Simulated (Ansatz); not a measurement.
Si(H)(SiH3) (H₄Si₂), SMILES [SiH][SiH3] (connectivity only; charge and spin as stated), neutral, multiplicity 1.

Geometry: ωB97X-D3(BJ)/def2-TZVP. The isomer is the one that the SMILES or the coordinates give; other isomers of the formula were not compared.

Two levels are set side by side: PBE/def2-TZVPD (Ansatz, a first-principles code) and CAM-B3LYP/def2-TZVPD (Ansatz). Energy differences of separate SCF runs at the same geometry; the states with an electron removed or added have multiplicity 2 and 2. Differences are taken from unrounded values.

```csv
quantity,PBE
vertical ionisation energy (eV),8.65
vertical electron affinity (eV),1.58
vertical singlet–triplet gap (eV),0.82
```

Problem. These are the PBE values. What does CAM-B3LYP give? (Estimate from the structure and the level; the computed values follow.)

Solution. 
| quantity | CAM-B3LYP | PBE minus CAM-B3LYP |
|---|---|---|
| vertical ionisation energy (eV) | 8.77 | -0.12 |
| vertical electron affinity (eV) | 1.48 | 0.09 |
| vertical singlet–triplet gap (eV) | 0.97 | -0.15 |
